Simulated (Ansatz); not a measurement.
Input file for Ansatz (an electronic-structure program): U-r2SCAN/def2-TZVPP on BeS-, 2S+1 = 2, a spin state set in the input, which need not be the lowest, a point of a bond scan (R = 1.821 Å). Charge -1.

Ansatz 0.2 input:
```yaml
crystal:
  periodic: [false, false, false]
  atoms:
    - {symbol: Be, position_ang: [0.00000000, 0.00000000, 0.00000000]}
    - {symbol: S, position_ang: [0.00000000, 0.00000000, 1.82063700]}
basis:
  gaussian:
    orbitals: def2-TZVPP
    pivot_positions_ang: [[0.00000000, 0.00000000, 0.00000000], [0.00000000, 0.00000000, 1.82063700]]
hamiltonian:
  xc: {name: r2SCAN}
total_charge: -1
magnetization: {spin_polarized: true, initial_magnetization: 1}
output: {forces: true, orbitals: {seedname: ./end}}
```

Problem. Predict the final total energy.

Solution. -412.9521 hartree.
